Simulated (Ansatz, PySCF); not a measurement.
Dissociation curve of MgH, doublet.

- UKS-B3LYP/6-31G* = PySCF with unrestricted B3LYP/6-31G*, spherical d
- FCI = full CI/aug-cc-pVTZ, frozen core (Ansatz, a program for electronic structure)

Energies relative to the lowest point of each curve near equilibrium, in kJ/mol:

```
R / Å  UKS-B3LYP/6-31G*
-----  ----------------
1.38               84.7
1.57               15.9
1.62                7.9
1.70                1.2
1.85                2.7
1.91                6.8
2.00               15.4
2.87              108.5
3.13              121.5
5.22              137.8
6.00              138.0
6.93              138.1
```

### Question
Predict the corresponding FCI column.

### Answer
1.38: 83.6; 1.57: 14.8; 1.62: 7.1; 1.70: 0.8; 1.85: 3.5; 1.91: 8.2; 2.00: 17.6; 2.87: 116.8; 3.13: 127.0; 5.22: 134.8; 6.00: 135.0; 6.93: 135.0 (kJ/mol).
